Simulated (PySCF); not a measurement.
Species: C₇H₉FO.
InChI=1S/C7H9FO/c8-6-2-4-1-5(6)7(9)3-4/h4-6H,1-3H2/t4-,5+,6+/m0/s1

The closed-shell ground state was solved at several levels (PySCF, density fitting, gas phase, non-relativistic). Geometry: PBE0-D3(BJ)/def2-SVP; no solvent, vibrations or thermal averaging.

| level | basis functions | total energy (Eh) | HOMO (eV) | LUMO (eV) | gap (eV) | dipole (D) |
| --- | --- | --- | --- | --- | --- | --- |
| PBE0/pcSseg-1 | 198 | -446.6818 | -7.21 | -0.74 | 6.47 | 2.81 |
| CAM-B3LYP/def2-SVPD | 258 | -446.7210 | -8.75 | 0.33 | 9.08 | 3.08 |

Question: What might wB97X-D/pcSseg-1 (198 basis functions) give for the same quantities?

Answer: Total energy -447.0331 Eh, HOMO -9.13 eV, LUMO 1.11 eV, gap 10.24 eV, dipole 2.87 D.

Question: Over all these levels, which gives the widest orbital gap and which the narrowest?

Answer: wB97X-D/pcSseg-1 (range-separated hybrid) has the widest, 10.24 eV, and PBE0/pcSseg-1 (global hybrid, 25 % exact exchange) the narrowest, 6.47 eV. The two share the basis. From the narrowest to the widest the HOMO moves by -1.92 eV and the LUMO by +1.85 eV.

Question: How far do the dipole and the HOMO energy spread over the levels?

Answer: The dipole runs from 2.81 to 3.08 D (mean 2.92 D) and the HOMO from -9.13 to -7.21 eV.

wB97X-D is run here without its empirical dispersion term; that term would change no orbital, density or response property at a fixed geometry.
